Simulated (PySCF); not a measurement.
The vertical singlet excitations below were computed for one of the candidates. Theory: TDDFT CAM-B3LYP/def2-SVPD, vertical, gas phase, core orbitals frozen in the response (PySCF 2.14.0, density-fitted response routines). Geometries: GFN2-xTB, one conformer each.

```tsv
state	λ (nm)	f
S1	154.4	0.026
S2	149.0	0.0018
S3	141.5	0.0047
S4	140.5	0.011
S5	138.3	0.036
S6	136.0	0.011
S7	135.8	0.020
S8	132.8	0.010
```

Triplets computed (Tamm–Dancoff): 7.84, 8.17, 8.46 eV.

Orbital energies (eV): HOMO-3 -11.59, HOMO-2 -10.70, HOMO-1 -10.15, HOMO -9.85, LUMO 1.21, LUMO+1 1.70, LUMO+2 1.98.

Task: Which candidate is it?
A. `CC#CC#C/C=C/CF`
B. `C#CC#C/C=C\CF`
C. `CO[C@@H]1CO[C@H](F)O1`
D. `FCC#C/C=C\CF`
E. `C(#C/C=C/CF)CC`

Result: C. Its S1, at 8.03 eV, is the highest among the candidates; the nearest of the others has S1 at 5.51 eV. S1 is HOMO→LUMO (78%), HOMO→LUMO+1 (9%). Löwdin shares by element: HOMO oxygen 56% or more, carbon 17% or more, hydrogen 5% or more (atoms not listed hold the other 22%); LUMO carbon 35% or more, hydrogen 12% or more (atoms not listed hold the other 54%). At the same level the other candidates give, for their lowest levels:
- `CC#CC#C/C=C/CF`: 294 nm (f 0.000); 278 nm (f 0.228); 268 nm (f 0.000); 200 nm (f 1.284); 198 nm (f 0.015); T1 2.97 eV; HOMO -7.63, LUMO -0.29 eV
- `CCC#C/C=C/CF`: 230 nm (f 0.000); 223 nm (f 0.425); 197 nm (f 0.000); 194 nm (f 0.001); 177 nm (f 0.001); T1 3.46 eV; HOMO -7.89, LUMO 0.45 eV
- `FCC#C/C=C\CF`: 225 nm (f 0.114); 222 nm (f 0.197); 215 nm (f 0.000); 182 nm (f 0.002); 172 nm (f 0.372); T1 3.44 eV; HOMO -8.49, LUMO -0.12 eV
- `C#CC#C/C=C\CF`: 292 nm (f 0.008); 277 nm (f 0.137); 270 nm (f 0.012); 201 nm (f 0.835); 186 nm (f 0.028); T1 2.95 eV; HOMO -8.20, LUMO -0.79 eV

Without π bonds the low states are Rydberg-like; a valence basis with one diffuse set may place them up to an eV too high.
